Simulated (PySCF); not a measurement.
Radial density of S (sulfur, neutral)

BP86, [Ne] 3s2 3p4, high-spin 3P determinant. All numbers are calculated (PySCF 2.14, the spin-free X2C one-electron Hamiltonian (Gaussian nucleus), in jorge-DZP-DKH (7s4p1d, 24 functions)).

| r (bohr) | 4πr²ρ (e/bohr) | 4πr²(ρα − ρβ) |
| --- | --- | --- |
| 0.00152 | 0.08964 | 0.0000 |
| 0.00256 | 0.2394 | 0.0000 |
| 0.00431 | 0.6104 | 0.0000 |
| 0.00725 | 1.517 | 0.0000 |
| 0.0122 | 3.566 | 0.0001 |
| 0.0205 | 7.586 | 0.0004 |
| 0.0345 | 13.55 | 0.0024 |
| 0.0581 | 18.16 | 0.0122 |
| 0.0977 | 16.01 | 0.0524 |
| 0.164 | 11.99 | 0.1527 |
| 0.276 | 16.50 | 0.2242 |
| 0.465 | 14.53 | 0.0543 |
| 0.782 | 4.227 | 0.1665 |
| 1.31 | 3.416 | 0.9989 |
| 2.21 | 2.308 | 0.8094 |
| 3.72 | 0.3464 | 0.1354 |
| 6.26 | 0.002996 | 0.0013 |

Densities and radii are taken from the X2C orbitals without a picture-change correction, which distorts them close to the nucleus.
